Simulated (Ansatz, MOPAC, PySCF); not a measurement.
Species: BNH, net charge 0, doublet state. SMILES: B=[N]
Geometry from a B3LYP-D3(BJ)/def2-TZVP (Ansatz, a quantum-chemistry and plane-wave program) optimisation:
```
B
N 1 1.3055
H 1 1.1689 2 180.00
```
Charge 0, spin multiplicity 2.

Unscaled harmonic wavenumbers (cm⁻¹) in rising order, each level at the stationary point that it reaches from this structure (no distance between atoms moves by over 0.3 Å); the order of modes can differ between levels, and a negative number is imaginary. B3LYP-D3(BJ)/def2-TZVP (PySCF, at the structure above): 652, 717, 1608, 2867.

AM1 (MOPAC): 664, 664, 1872, 3332. Zero-point energy 9.3 against 8.4 kcal/mol; where all levels lie over 400 cm⁻¹, the wavenumbers are on average 1.068 times those of B3LYP-D3(BJ)/def2-TZVP.

PM3 (MOPAC): 697, 697, 1999, 2985. Zero-point energy 9.1 against 8.4 kcal/mol; where all levels lie over 400 cm⁻¹, the wavenumbers are on average 1.082 times those of B3LYP-D3(BJ)/def2-TZVP.

HF/6-31G* (Ansatz): 775, 779, 1702, 3017. Zero-point energy 9.0 against 8.4 kcal/mol; where all levels lie over 400 cm⁻¹, the wavenumbers are on average 1.096 times those of B3LYP-D3(BJ)/def2-TZVP.
